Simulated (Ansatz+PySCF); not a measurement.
The numbers below are computed, except where a source is named.
# Several solutions for triplet Ni

A single Ni atom.

Basis set: def2-SVP (spherical functions). Charge 0, multiplicity 3.

UHF was run from several starts with Ansatz (development build ahead of 0.2.0) and PySCF 2.14.0.

| run | program | start | converged | energy (hartree) | <S²> |
| --- | --- | --- | --- | --- | --- |
| A | PySCF | guess atom, instabilities followed | yes | -1506.56500 | 2.00 |
| B | PySCF | guess minao, instabilities followed | yes | -1506.56500 | 2.00 |
| C | Ansatz | atomic start, no search | yes | -1506.56500 | 2.00 |
| D | PySCF | program defaults | yes | -1506.56500 | 2.00 |
| E | Ansatz | search for the lowest state | yes | -1506.64312 | 2.00 |
| F | Ansatz | stability test followed | yes | -1506.56500 | 2.00 |
| G | PySCF | guess huckel, instabilities followed | no | – | – |

Which runs reached the lowest solution of this kind, and what is wrong with the others?

E reached the lowest solution found. Converged but too high: A by 2.13 eV, B by 2.13 eV, C by 2.13 eV, D by 2.13 eV, F by 2.13 eV. Convergence only shows a stationary point, and even a stable one can lie too high; stability tests and further starts are what find lower ones. Not converged: G.
